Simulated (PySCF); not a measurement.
**Eu(60+): ionisation energy**

Eu(60+) [He] 2s1 (2S) → Eu(61+) 1s2 (1S), as a difference of total energies. Computed with PySCF 2.14 in an even-tempered Gaussian basis (19 s from 37 bohr⁻², ratio 2.2; 8 p from 56 bohr⁻², ratio 2.4; 5 d from 170 bohr⁻², ratio 2.4; 5 f from 250 bohr⁻², ratio 2.4; 4 g from 380 bohr⁻², ratio 2.4), with the spin-free X2C one-electron Hamiltonian (Gaussian nucleus). Correlated levels: nothing frozen; virtual orbitals above 40 to 60 times the deepest correlated orbital energy dropped. The calculations carry no spin-orbit coupling.

| method | ionisation energy (eV) |
| --- | --- |
| UHF | 13753.6 |
| LDA | 13743.6 |
| PBE | 13759.7 |
| PBE0 | 13758.2 |
| r2SCAN | 13750.1 |
| r2SCAN0 | 13751.1 |
| MN15 | 13773.0 |
| MP2 (all electrons) | 13753.8 |
| SCS-MP2 (all electrons) | 13753.8 |

For this ion Breit and QED terms and the two-electron picture change, all absent here, outweigh the differences among the correlated methods.

For comparison: 13738.58 ± 0.09 eV (theoretical estimate listed by NIST; NIST Atomic Spectra Database, ionization energies).
